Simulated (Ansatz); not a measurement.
Mulliken charges of C2H6NSi (`C=C[N][SiH3]`) radical from ωB97M-V/def2-TZVPP in Ansatz (PBE0-D4/def2-TZVP geometry).

```tsv
atom	x (Å)	y (Å)	z (Å)	charge (e)
C1	-0.564	2.074	-0.154	-0.190
C2	-0.023	0.836	0.201	0.009
N3	-0.295	-0.245	-0.468	-0.329
Si4	0.341	-1.812	-0.082	0.292
H5	-1.228	2.139	-1.008	0.126
H6	-0.332	2.970	0.408	0.133
H7	0.645	0.821	1.075	0.086
H8	1.095	-2.311	-1.261	-0.034
H9	-0.800	-2.726	0.182	-0.034
H10	1.244	-1.797	1.109	-0.056
```

Problem. By hand: the dipole of these point charges (1 e Å = 4.8032 D).

Solution. Σ q r = (0.080, 0.172, 0.155) e Å, of length 0.245 e Å = 1.18 D.

Problem. How does the dipole of the full density compare? (Estimate.)

Solution. The calculation gave: (0.075, 0.327, 0.192) e Å, 1.86 D; the point charges give 0.63 times that, at 14° from its direction.

Point charges leave out the atoms' own dipoles, such as those of lone pairs, and Mulliken's split depends on the basis, so the two needn't agree.
